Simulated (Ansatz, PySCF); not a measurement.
Torsion H4–O1–Te2–F3 in FHOTe (SMILES O[Te]F); at each angle all else is relaxed with GFN2-xTB, and the levels are single points there.
Geometry at 270° (charge 0, multiplicity 1):
```xyz
4

O     -1.03086     0.19580     0.37020
Te     0.60788     1.00799    -0.27077
F      1.75221    -0.13600     0.88161
H     -1.29057    -0.56409    -0.15631
```

On the grid 0° to 330°, 180° is the highest and 270° the lowest point at CCSD(T)/CBS(def2-TZVPP, def2-QZVPP).

Frozen-core correlation. Filled d and f shells under p-block atoms count as core.

Programs: Ansatz (an electronic-structure program) with Gaussian orbitals; PySCF for the dispersion terms. Values without a source in brackets are computed. In def2 rows elements past Kr take small-core potentials, without spin–orbit coupling.

Give the energy at 180° less that at 270° at the level CCSD(T)/def2-QZVPP.

7.3 kcal/mol

Predict the energy at 180° less that at 270° from HF/def2-TZVPP.

6.9 kcal/mol

Estimate the energy at 180° less that at 270° that B3LYP-D3(BJ)/def2-TZVPP returns for this input.

7.8 kcal/mol
